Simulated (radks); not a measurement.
These are the eigenvalues of the occupied orbitals of an atom or ion with whole-number occupations (Ry). All-electron calculation, scalar-relativistic Kohn-Sham, PBE, spin-unpolarised, spherical densities, finite nucleus; Fermi nuclear charge, rms radius of each element as measured or else 0.836 A^(1/3) + 0.57 fm. Program: a radial shooting solver on a logarithmic mesh with Libxc functionals.

1s: -472.5603
2s: -54.67894
2p: -46.31805
3s: -6.31199
3p: -4.01253
3d: -0.49767
4s: -0.37537

Which element is it, and in what charge state? The configuration may be excited.

Answer. Z = 25, manganese, charge 0: Mn in [Ar] 3d5 4s2. The list shows which subshells hold electrons but not how many an open one holds; the 1s level, -236.28 hartree, gives Z - s = 21.7 by -(Z - s)^2/2, which with screening and relativity narrows Z to a few neighbours, and the depths of the outer levels then fix element, charge and occupations together.
